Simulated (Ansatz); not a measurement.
An input meant for MgSi3 (charge 0, singlet; scaled by 1.25).

```yaml
crystal:
  periodic: [false, false, false]
  atoms:
    - {symbol: Mg, position_ang: [-1.926865, 0.887822, -1.548584]}
    - {symbol: Si, position_ang: [-0.075999, 1.288398, 1.042035]}
    - {symbol: Si, position_ang: [0.256576, -1.371575, -0.896855]}
    - {symbol: Si, position_ang: [1.746289, -0.804646, 1.403404]}
basis:
  gaussian: {orbitals: def2-TZVPP}
magnetization: {spin_polarized: true, initial_magnetization: 8}
hamiltonian: {xc: {name: HF}}
scf: {omitted_lower_state_checks: [starts]}
```

```sh
$ ansatz run in.yaml --threads 4 --pin off --events-out ev --progress --plain --max-ram 3916MiB
```

Shortened log:

```
Functional definition: HF
1343 factors; their error is unknown
mean field evaluation 1: about -29010.7714 eV, gradient 8.4e0 eV
mean field evaluation 2: about -29011.8562 eV, gradient 3.9e0 eV
mean field evaluation 4: about -29012.1509 eV, gradient 7.5e-1 eV
mean field evaluation 8: about -29012.1812 eV, gradient 1.2e-1 eV
mean field evaluation 16: about -29011.2068 eV, gradient 8.4e0 eV
mean field -29012.61772157 eV, -1066.1940358090 hartree, gradient 1.5e-5 eV, S^2 20.020826; 0 other end points of the search recorded, 0 dependent functions left out
reference -29012.61772157 eV, -1066.1940358090 hartree; 31, 23 occupied and 127, 135 virtual orbitals, 1343 factors
Total energy: -29012.61772157 eV, -1066.1940358090 hartree
Checks for a lower state left out: starts
```

(1) Something in this input is off. What?

Answers

(1) The spin is set far too high (8 unpaired electrons typed, 0 in the singlet as meant). The calculation finished and met its thresholds. The result belongs to that input, not to the species as meant.
